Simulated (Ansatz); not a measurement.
Consider the cleavage of the Si–Sb bond: `ClC[SiH2][SbH2]` + HCl → `ClC[SiH2]Cl` + `[SbH3]`.

Computed with Ansatz on PBE0-D4/def2-TZVP structures; ΔE is electronic, products minus reactants. CCSD(T)/CBS is the MP2 limit (def2-TZVPP, def2-QZVPP) plus CCSD(T) − MP2 in def2-TZVPP, frozen cores. This one scheme is used for every species. Functionals use def2-TZVPP. B3LYP here is the variant with VWN-RPA as its local correlation; programs differ in this. def2 core potentials past Kr. For Sb outer-core shells are correlated without core-valence functions, which leaves a few kJ/mol of doubt a bond. One conformer a species, not always the lowest.

CCSD(T)/CBS gives -0.63 eV.

Problem. Another level gave -0.72 eV. Which?
A. PBE0-D4/def2-TZVPP
B. ωB97X-V/def2-TZVPP
C. B3LYP-D4/def2-TZVPP
D. HF/def2-TZVPP

Solution. B. ωB97X-V -0.72, B3LYP-D4 -0.68, PBE0-D4 -0.61, HF/def2-TZVPP -0.91 eV.

Largest T1 diagnostic among the species: 0.014.

The D4 term adds +0.08 eV with B3LYP and +0.05 eV with PBE0; it sums over pairs of atoms, weighted by their polarisabilities, and B3LYP, whose exchange is more repulsive, gets the larger term. From PBE to PBE0 (25 % exact exchange), in def2-TZVPP and without D4, ΔE moves by −0.03 eV. In def2-TZVPP, CCSD(T) changes the Hartree–Fock value by +0.23 eV (the triples alone add +0.03 eV) and MP2 by +0.24 eV.
